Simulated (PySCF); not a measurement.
C₅H₈Si, SMILES C1[C@@H]([C@@H]1C#C)[SiH3].

Geometry: ωB97X-D3(BJ)/def2-SVP. The structure was generated by enumeration; whether it is a known compound was not checked.

Two levels are set side by side: TDDFT-PBE/def2-SVPD (PySCF) and TDDFT-B3LYP/def2-SVPD (PySCF). Vertical, same geometry. The lowest singlet is HOMO→LUMO 99 % with PBE and HOMO→LUMO 79 % with the other functional; states are paired by order. Differences are taken from unrounded values.

| quantity | TDDFT-B3LYP |
|---|---|
| lowest singlet excitation (eV) | 6.03 |
| lowest triplet excitation (TDA) (eV) | 5.22 |

### Question
What does TDDFT-PBE give, and how far is it from TDDFT-B3LYP? (An estimate is asked for; the answer gives what the named calculation found.)

### Answer

| quantity | TDDFT-PBE | TDDFT-PBE minus TDDFT-B3LYP |
|---|---|---|
| lowest singlet excitation (eV) | 5.81 | -0.22 |
| lowest triplet excitation (TDA) (eV) | 5.16 | -0.06 |

Functionals without exact exchange tend to place singlet excitations lower, as here. Differences between two approximate levels are no errors against the true value.

Rough cost on one machine, each run with all the roots and properties that it gave: TDDFT-B3LYP against TDDFT-PBE about 4 times.
